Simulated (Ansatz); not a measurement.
One change: `SB[O][AlH][Cl]` becomes `COBS`.

Ansatz, PBE0-D4/def2-TZVP geometries, multiplicity 1. Each molecule was computed in one conformer, which needn't be the lowest.

| property | `SB[O][AlH][Cl]` |
| --- | --- |
| LUMO energy (PBE0/def2-TZVPP) / eV | -1.05 |
| size of the dipole moment (ωB97M-V/def2-TZVPP) / D | 1.10 |
| HOMO–LUMO gap (PBE0/def2-TZVPP) / eV | 6.75 |
| HOMO–LUMO gap (PBE/def2-TZVPP) / eV | 4.78 |
| HOMO energy (ωB97M-V/def2-TZVPP) / eV | -9.99 |
| HOMO energy (B3LYP/def2-TZVPP) / eV | -7.55 |

(1) What does the change do to each property? (Best estimate.)

Answers

(1) Ansatz gave: 
| property | `COBS` | shift |
| --- | --- | --- |
| LUMO energy (PBE0/def2-TZVPP) / eV | -0.01 | 1.04 |
| size of the dipole moment (ωB97M-V/def2-TZVPP) / D | 2.07 | 0.97 |
| HOMO–LUMO gap (PBE0/def2-TZVPP) / eV | 7.53 | 0.78 |
| HOMO–LUMO gap (PBE/def2-TZVPP) / eV | 5.36 | 0.58 |
| HOMO energy (ωB97M-V/def2-TZVPP) / eV | -9.71 | 0.28 |
| HOMO energy (B3LYP/def2-TZVPP) / eV | -7.27 | 0.28 |

With PBE0 the HOMO rises by 0.28 eV and the LUMO rises by 1.04 eV, so the gap widens by about 0.76 eV. PBE moves the HOMO by 0.31 eV and ωB97M-V by 0.28 eV. The zero-point energy changes by 77.4 kJ/mol with +3 modes. Dipoles are sizes alone; their direction can turn.

B3LYP here is the variant with VWN-RPA as its local correlation; programs differ in this.
